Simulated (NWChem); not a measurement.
Total energies of C2H5S

SMILES: C[CH]S
```xyz
8

C     -1.6864     0.1477     0.0861
C     -0.3891    -0.5151     0.3730
S      1.1339     0.0870    -0.1977
H     -1.9934     0.0428    -0.9740
H     -2.4890    -0.2847     0.7026
H     -1.6497     1.2305     0.2990
H     -0.3504    -1.5708     0.6546
H      0.7924     1.3940    -0.2734
```
Charge 0, spin multiplicity 2.

Program: NWChem. Structure: optimised with UPBE0/def2-SVP, a minimum by its harmonic frequencies. It is one conformer; others weren't searched.

Basis set: 3-21G (41 functions).

```
method   total energy (Ha)  relative cost
-------  -----------------  -------------
UHF             -473.71425              1
UMP2            -473.93616        under 3
UB2PLYP         -474.63597        under 3
UPBE            -474.64264        under 3
UB3LYP          -474.95216        under 3
Ur2SCAN         -474.83426        under 3
```

Total energies of different functionals aren't comparable as a measure of quality: only differences taken within one method are. The cost column gives rough processor time relative to UHF; each entry includes its own SCF.

The correlated methods keep 7 core orbitals frozen. B3LYP has NWChem's definition, with VWN1-RPA local correlation. The structure started from a generated list of species. No SCF solution was tested for a lower state. Open-shell Hartree-Fock references start from PBE0 orbitals; any time given for them includes that run.
